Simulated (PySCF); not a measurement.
# Functional dependence of a UV spectrum

Ethylbenzene, C8H10.
Z-matrix (Å and degrees, PBE0-D3(BJ)/def2-SVP geometry), rows numbered from 1:
```
C 
C   1  1.5265
C   2  1.5057  1  112.61
C   3  1.3998  2  120.91  1   -88.55
C   4  1.3935  3  121.02  2   177.62
C   5  1.3940  4  120.12  3    -0.05
C   6  1.3941  5  119.52  4     0.07
C   7  1.3936  6  120.08  5    -0.08
H   1  1.1010  2  111.32  3   179.97
H   1  1.1010  2  111.00  3   -59.68
H   1  1.1010  2  111.00  3    59.60
H   2  1.1023  1  109.51  3  -121.87
H   2  1.1022  1  109.52  3   121.89
H   4  1.0941  3  119.28  2    -2.68
H   5  1.0929  4  119.82  3   179.72
H   6  1.0926  5  120.24  4   179.82
H   7  1.0929  6  120.08  5   179.70
H   8  1.0941  3  119.25  2     2.66
```

Linear-response calculations in the def2-SVPD basis (PySCF; singlets by full response, triplets Tamm–Dancoff, core orbitals frozen in the response; HF means time-dependent Hartree–Fock). 'Strongest' is the level of largest summed f among the singlets computed (10 roots, of which the last may lack a degenerate partner); it can jump between rows when another state enters that window. S1 is the lowest singlet of each run and needn't be the same state throughout; f(S1) is that of one state. One conformer (not necessarily the lowest) at the PBE0-D3(BJ)/def2-SVP geometry, without solvent, vibrations or thermal averaging.

| functional | kind | S1 (eV) | f(S1) | strongest (eV) | T1 (eV) | HOMO (eV) | gap (eV) | ionisation energy, ΔSCF (eV) |
| --- | --- | --- | --- | --- | --- | --- | --- | --- |
| LDA | LDA | 5.12 | 0.001 | 6.71 | 4.38 | -6.22 | 4.86 | 8.98 |
| PBE | GGA | 5.13 | 0.001 | 6.64 | 4.15 | -6.03 | 4.91 | 8.73 |
| B3LYP | global hybrid, 20% exact exchange | 5.31 | 0.001 | 6.85 | 4.11 | -6.78 | 6.37 | 8.78 |
| PBE0 | global hybrid, 25% exact exchange | 5.39 | 0.001 | 6.98 | 4.04 | -6.99 | 6.79 | 8.79 |
| BHandHLYP | global hybrid, 50% exact exchange | 5.55 | 0.002 | 7.12 | 3.93 | -7.77 | 8.58 | 8.63 |
| CAM-B3LYP | range-separated hybrid | 5.41 | 0.002 | 6.98 | 4.06 | -8.18 | 9.05 | 8.85 |
| LC-wPBE | range-separated hybrid | 5.47 | 0.001 | 7.15 | 3.92 | -9.47 | 11.37 | 8.94 |
| HF | Hartree–Fock | 5.80 | 0.003 | 7.43 | 3.36 | -8.86 | 11.59 | not settled |

**Question.** What does wB97X-D (range-separated hybrid) give?

**Answer.** S1 (eV) 5.42, f(S1) 0.002, strongest (eV) 7.01, T1 (eV) 4.17, HOMO (eV) -8.74, gap (eV) 10.27, ionisation energy, ΔSCF (eV) 8.82. S1 runs from 5.12 eV (LDA) to 5.80 eV (HF), a spread of 0.68 eV, while the orbital gap spreads over 6.7 eV. Along PBE (0%), B3LYP (20%), PBE0 (25%), BHandHLYP (50%), HF (100%) S1 rises with the share of exact exchange. −ε(HOMO) comes closest to its own ΔSCF ionisation energy with wB97X-D (-0.08 eV) and misses most with LDA (-2.76 eV). 'Not settled' means that the ion's SCF failed to converge or may have ended in another state than the lowest.
